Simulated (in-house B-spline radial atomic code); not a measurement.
# HSE06 excitations of N3+

Method: HSE06. Computed with a B-spline radial code for spherical atoms: linear response of the closed shell [He] 2s2 with the functional's adiabatic kernel; non-relativistic, point nucleus, no spin-orbit coupling, no double excitations, S, P, D and F terms only.

Command:
```bash
python run_td.py task.json out
```
Settings (radii: box in bohr, nucleus in fm):
```
Z                        7
electrons                4
configuration            [He] 2s2
hamiltonian              nr
method                   hse06
box_radius               23.08
intervals                49
```

Run time, properties included: 0.2 s on 1 thread of Arm Neoverse N1 (shared host).

The lowest states, in the order of their Tamm-Dancoff energies; the method's threshold (minus the highest occupied level) is 69.72 eV. Labels give the largest channel, * marks a mixed state, and oscillator strengths are full-response dipole values. Semilocal kernels can invert the small singlet-triplet splittings of Rydberg terms. Energies in eV:

```json
{"state": "2s → 2p 3P", "full response": "?", "Tamm-Dancoff": "?", "oscillator strength": "-"}
{"state": "2s → 2p 1P", "full response": "15.060", "Tamm-Dancoff": "15.863", "oscillator strength": "0.596"}
{"state": "2s → 3s 3S", "full response": "?", "Tamm-Dancoff": "?", "oscillator strength": "-"}
{"state": "2s → 3s 1S", "full response": "46.62", "Tamm-Dancoff": "46.64", "oscillator strength": "-"}
{"state": "2s → 3p 3P", "full response": "48.08", "Tamm-Dancoff": "48.10", "oscillator strength": "-"}
{"state": "2s → 3p 1P", "full response": "48.55", "Tamm-Dancoff": "48.56", "oscillator strength": "0.318"}
{"state": "2s → 3d 3D", "full response": "49.71", "Tamm-Dancoff": "49.74", "oscillator strength": "-"}
{"state": "2s → 3d 1D", "full response": "50.68", "Tamm-Dancoff": "50.68", "oscillator strength": "-"}
{"state": "2s → 4s 3S", "full response": "58.25", "Tamm-Dancoff": "58.26", "oscillator strength": "-"}
{"state": "2s → 4s 1S", "full response": "58.65", "Tamm-Dancoff": "58.65", "oscillator strength": "-"}
```

(1) Where does 2s → 3s 3S lie?

(2) Where does 2s → 2p 3P lie?

(3) How large is the singlet-triplet splitting of 2s → 2p (P terms) in Tamm-Dancoff?

(4) What polarisabilities and dispersion coefficient does the method give?

Answers

(1) At 45.10 eV in full response, 45.11 eV in Tamm-Dancoff.

(2) At 6.088 eV in full response, 7.201 eV in Tamm-Dancoff.

(3) 8.66 eV, from the unrounded values.

(4) Dipole 2.132 bohr³, quadrupole 1.458 bohr⁵, C6 2.117 hartree·bohr⁶ for two such species.
